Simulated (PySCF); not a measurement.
Compound: C₂H₅NOSi.
Cartesian coordinates in Å at the GFN2-xTB level; atoms count from 1:
```
atom  x, y, z in Å
C1     2.3441    0.9208   -0.1769
C2     1.2093    0.5951    0.0476
Si3   -0.5407    0.0505    0.3898
N4    -0.8873   -1.5858    0.0039
O5    -1.5674    0.8540   -0.5890
H6     3.3365    1.2120   -0.3733
H7    -0.8224    0.2716    1.8075
H8    -1.1559   -1.8037   -0.9413
H9    -0.3113   -2.3146    0.3872
H10   -1.5959    1.8048   -0.5782
```

Method: TDDFT CAM-B3LYP/def2-SVPD, vertical, gas phase, core orbitals frozen in the response in PySCF.

Ground-to-excited transition dipoles (e·a0, same axes as the geometry; the sign carries no meaning), for the states with f of 0.002 or more among the lowest 8:

```csv
state,E (hartree),μx,μy,μz
S2,0.2307,-0.266,-0.068,0.018
S3,0.2342,0.139,0.129,-0.064
S4,0.2452,-0.429,-0.191,0.120
S5,0.2557,-0.180,-0.081,0.110
S6,0.2787,-0.114,0.025,-0.046
S7,0.2816,0.358,0.109,-0.170
S8,0.2934,-0.413,-0.094,-0.422
```

Task: What oscillator strength does each state have?

Result: f = (2/3) ΔE |μ|² with ΔE in hartree (27.2114 eV).

```tsv
state	|μ|² (au)	|μ| (D)	f
S2	0.075	0.70	0.012
S3	0.040	0.51	0.006
S4	0.235	1.23	0.038
S5	0.051	0.58	0.009
S6	0.016	0.32	0.003
S7	0.169	1.05	0.032
S8	0.357	1.52	0.070
```

Task: What angle do the transition dipoles of S7 and S8 make?

Result: |cos θ| = |μa·μb| / (|μa| |μb|) = 0.35, so θ ≈ 69° (taken between 0 and 90°, since the signs are arbitrary).

Task: How is the summed strength of these states shared among x, y and z?

Result: (2/3) Σ ΔE μα² gives 0.109 for x, 0.014 for y and 0.046 for z, 0.170 in all.

Task: What peak molar absorption coefficient would the strongest computed level give as a lone Gaussian band 0.5 eV wide at half height?

Result: ε(max) = 2.175×10⁸ f / FWHM, with the width in cm⁻¹. S8: 2.175×10⁸ × 0.0699 / 4033 ≈ 3800 L mol⁻¹ cm⁻¹.

On an Arm Neoverse V2 with one thread (shared host), this took 15 s of wall time and 0.63 GiB of memory at its peak.

One conformer stands for the species.
